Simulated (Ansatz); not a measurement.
Computed with Ansatz on PBE0-D4/def2-TZVP structures; ΔE is electronic, products minus reactants. CBS: def2 TZ/QZ extrapolation, frozen cores. Functionals use def2-TZVPP. B3LYP here is the variant with VWN-RPA as its local correlation; programs differ in this. HSE06 is defined as in plane-wave codes. Each species was taken in one conformer, which may not be the lowest.

Consider the ligand exchange at the Si–O bond: `O[Si]O[SiH3]` + `N[SiH3]` → `[SiH3]N[SiH3]` + `O[Si]O`.

```
             level  ΔE (kJ/mol)  difference from CCSD(T)/CBS
           BLYP-D4         43.9                          1.9
         r2SCAN-D4         42.2                          0.2
          B3LYP-D4         45.1                          3.1
        r2SCANh-D4         42.3                          0.3
          PBE-QIDH         41.0                         -1.0
              BLYP         46.8                          4.8
              PBE0         39.8                         -2.2
             HSE06         39.7                         -2.3
             BHLYP         49.1                          7.1
     CCSD/def2-SVP         41.0                         -1.0
     HF/def2-TZVPP         53.8                         11.8
SCS-MP2/def2-TZVPP         44.8                          2.8
   CCSD/def2-TZVPP         43.8                          1.8
CCSD(T)/def2-TZVPP         42.3                          0.3
    MP2/def2-QZVPP         42.1                          0.1
      HF/CBS(def2)         54.8                         12.8
       CCSD(T)/CBS         42.0                            0
```

Largest T1 diagnostic among the species: 0.015.

In def2-TZVPP, CCSD(T) changes the Hartree–Fock value by −11.4 kJ/mol (the triples alone add −1.5 kJ/mol) and MP2 by −11.5 kJ/mol. Leaving LDA and LC-ωPBE aside and taking each functional with its dispersion term where it has one, the values, not all of them listed here, spread over 12.3 kJ/mol, from revPBE-D4 to BHLYP-D4. LDA lies −3.5 kJ/mol from PBE without D4.
